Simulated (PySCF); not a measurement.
## Calculated NMR data

Method: geometry from GFN2-xTB, spin–spin couplings from B3LYP/pcJ-1 (spin–dipole term left out of most H,H and C,H couplings), shielding tensors at PBE0/pcSseg-1 (GIAO), in PySCF (non-relativistic, fast rotation and ring inversion assumed for equivalent nuclei, single conformer, in vacuum).

Chemical shifts δ = σref − σ; TMS for 1H, 13C, all at this level. Multiplet labels drop J under 1 Hz and among equivalent protons, and merge close values. Unscaled 3J(H,H) run several per cent high. Splittings of carbon signals by F and P are missing where no couplings were computed. Where no couplings were computed, multiplicities follow the n + 1 count of equivalent neighbours, and m marks all less simple cases (inequivalent or close neighbours, rings, F or P nearby). Shifts are as computed. Against solution values, carbons near 30 ppm lie about +3 ppm off and those near 130 ppm about +5 ppm. Of 1211 compounds with measured shifts, 218 miss one by over three times the rms of a fit or turn the order of signals round; such compounds aren't used in these exercises.

Compound 1 (C5H5F3O4). 1H NMR (400 MHz, computed): δ 8.01 (s, 1H), 7.33 (q, 1H), 1.68 (d, 3H). 13C{1H} NMR (computed): δ 164.3, 161.4, 124.3, 92.5, 21.3. Structure: `C[C@@H](OC=O)OC(=O)C(F)(F)F`.

Compound 2 (C4H5NO). 1H NMR (400 MHz, computed): δ 8.37 (q, J = 1.4 Hz, 1H), 8.21 (s, 1H), 2.28 (d, J = 1.4 Hz, 3H). 13C{1H} NMR (computed): δ 161.7, 154.8, 122.1, 9.3. Structure: SMILES Cc1cnoc1.
